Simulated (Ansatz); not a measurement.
System: NO, net charge 0, quartet state. The spin state was set by rule; other spins were not relaxed. SMILES: [N][O]
Geometry from a B3LYP-D3(BJ)/def2-TZVP (Ansatz, an electronic-structure program) optimisation:
```
N
O 1 1.4200
```
Charge 0, spin multiplicity 4.

Q: Give the harmonic wavenumbers at B3LYP-D3(BJ)/def2-TZVP (Ansatz, finite differences of forces, unscaled).

A: 1055 cm⁻¹. Zero-point energy 1.5 kcal/mol.

Q: From these and the geometry, give the ideal-gas thermochemistry at 298.15 K and 1 atm (rigid rotor, harmonic oscillator).

A: Point group C∞v, rotational symmetry number 1. Rotational constants 33.56, 33.56 GHz. S(trans) 36.13, S(rot) 12.36, S(vib) 0.07, S(elec, spin only) 2.75, S 51.3 cal/(mol K). H(298) - H(0) 2.09 kcal/mol; G - E(el) -11.7 kcal/mol.
